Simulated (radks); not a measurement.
Task: These are the eigenvalues of the occupied orbitals of an atom or ion with whole-number occupations (hartree). All-electron calculation, Dirac Kohn-Sham, PBE, spin-unpolarised, spherical densities, finite nucleus; Fermi nuclear charge, rms radius of each element as measured or else 0.836 A^(1/3) + 0.57 fm. Program: a radial shooting solver on a logarithmic mesh with Libxc functionals.

1s1/2: -1212.891
2s1/2: -188.7559
2p1/2: -177.2097
2p3/2: -166.2308
3s1/2: -39.43411
3p1/2: -34.65897
3p3/2: -32.59257
3d3/2: -24.17860
3d5/2: -23.74405
4s1/2: -8.28748
4p1/2: -6.61952
4p3/2: -6.21604
4d3/2: -3.52932
4d5/2: -3.46544
5s1/2: -2.11208
5p1/2: -1.68206
5p3/2: -1.62275

Which element is it, and in what charge state? The configuration may be excited. Open shells, if any, are shared by 2j + 1.

Result: Z = 53, iodine, charge +4: I4+ in [Kr] 4d10 5s2 5p1. The list shows which subshells hold electrons but not how many an open one holds; the 1s level, -1212.9 hartree, gives Z - s = 49.3 by -(Z - s)^2/2, which with screening and relativity narrows Z to a few neighbours, and the depths of the outer levels then fix element, charge and occupations together.
